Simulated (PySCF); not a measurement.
**From computed data to an observable: entropy of an ideal gas**

1,1-difluoroethane cation (C2H4F2), SMILES CC(F)F (connectivity only; charge and spin as stated), charge +1, multiplicity 2.

Geometry: PBE0-D3(BJ)/def2-SVP. The multiplicity is an assumed one; other spin states were not compared.

PBE0-D3(BJ)/def2-SVP run with PySCF gives the harmonic wavenumbers 195, 267, 310, 422, 631, 792, 813, 1063, 1215, 1253, 1290, 1340, 1405, 1470, 2854, 3039, 3217, 3265 cm⁻¹ and the rotational temperatures 0.4753, 0.3970, 0.2402 K. The molar mass is 66.05 g/mol, the symmetry number 1, the spin multiplicity 2.

Q: Work out the entropy at 298.15 K and 1 atm in the rigid-rotor, harmonic-oscillator model.

A: 
Translation (Sackur–Tetrode at 1 atm): S = R[1.5 ln M + 2.5 ln T − 1.16487] = 161.0 J/(mol K).
Rotation: q = (√π/σ) T^1.5/√(θA θB θC) = 42900, S = R[ln q + 3/2] = 101.2 J/(mol K).
Vibration: with u = 1.4388 ν/T, each mode gives R[u/(e^u − 1) − ln(1 − e^−u)]:
| ν (cm⁻¹) | modes | u | S (J/(mol K)) |
|---|---|---|---|
| 195 | 1 | 0.94 | 9.12 |
| 267 | 1 | 1.29 | 6.76 |
| 310 | 1 | 1.50 | 5.70 |
| 422 | 1 | 2.04 | 3.70 |
| 631 | 1 | 3.05 | 1.67 |
| 792 | 1 | 3.82 | 0.90 |
| 813 | 1 | 3.92 | 0.82 |
| 1063 | 1 | 5.13 | 0.30 |
| 1215 | 1 | 5.86 | 0.16 |
| 1253 | 1 | 6.05 | 0.14 |
| 1290 | 1 | 6.23 | 0.12 |
| 1340 | 1 | 6.47 | 0.10 |
| 1405 | 1 | 6.78 | 0.07 |
| 1470 | 1 | 7.09 | 0.06 |
The stiffer modes add less than 0.005 each. Sum 29.6 J/(mol K).
Spin: R ln 2 = 5.8 J/(mol K).
Total 297.5 J/(mol K); the program's own thermochemistry gives 297.5. Translation makes up 54 % and vibration 10 %. Anharmonicity, hindered rotation and orbital degeneracy are left out.
